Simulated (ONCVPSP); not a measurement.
technetium, ONCV: configuration errors across variants

ONCVPSP 4.0.1 input, shortened (lines: element, Z, core and valence counts, functional; n l f; lmax; l rc ep ncon nbas qcut; lloc lpopt rc5 dvloc0; l nproj debl; icmod fcfact rcfact), PBE, non-relativistic:

```
  Tc 43.00    6    3        4      upf
    1    0    2.00
    2    0    2.00
    2    1    6.00
    3    0    2.00
    3    1    6.00
    3    2   10.00
    4    0    2.00
    4    1    6.00
    4    2    4.00
    2
    0    1.90    0.00    3    7    8.20
    1    1.70    0.00    3    8    9.80
    2    1.85    0.00    4    8    7.60
    4    1    1.10    2.00
    0    2    1.50
    1    3    1.80
    2    2    0.80
    4    0.60    0.00
```

In the s channel the program set the typed energies aside and used -3.657, 0.050 Ha. In the p channel the program set the typed energies aside and used -2.738, 0.250, 2.050 Ha. In the d channel the program set the typed energies aside and used -1.308, 0.250 Ha.

All-electron excitation energies from the reference (eV): (1) 4s2 4p6 4d5 5s2 -51.214; (2) 4s2 4p6 4d5 5s1 -43.405; (3) 4s2 4p6 4d5 -29.080; (4) 4s2 4p6 4d5 5p1 -39.224.

1 further variants failed, have other tests or too few solved ones, and are left out.

A true bound ghost makes a file unfit for plane-wave use even where its test errors are small: the radial tests pick states by their node count and pass the ghost by.

Errors AE − PS in meV (a dash: test not solved or not reliable):

| change | (1) | (2) | (3) | (4) | bound ghosts | GHOST(+) flags above zero |
| --- | --- | --- | --- | --- | --- | --- |
| base | +4.3 | +4.7 | +3.2 | +3.1 | d | none |
| s: qcut 5.6; p: qcut 6.7; d: qcut 5.2 | +23 | +23 | +17 | +14 | none | d |
| s: qcut 6.3; p: qcut 7.5; d: qcut 5.9 | +15 | +15 | +12 | +9.9 | none | none |
| s: qcut 7.4; p: qcut 8.8; d: qcut 6.8 | +8.0 | +8.5 | +6.7 | +5.9 | none | s |
| s: qcut 8.1; p: qcut 9.7; d: qcut 7.5 | +4.8 | +5.1 | +3.7 | +3.4 | none | none |
| s: qcut 9; p: qcut 10.8; d: qcut 8.3 | 0.0 | +0.7 | +0.3 | +0.3 | none | s |
| s: qcut 9.7; p: qcut 11.6; d: qcut 9 | -1.6 | -0.7 | -0.9 | -0.7 | none | s |

Give the same row for: s: qcut 11.8; p: qcut 14.1; d: qcut 10.9.

-2.5, -2.0, -2.2, –; bound ghosts: none; GHOST(+) flags above zero: s, p.
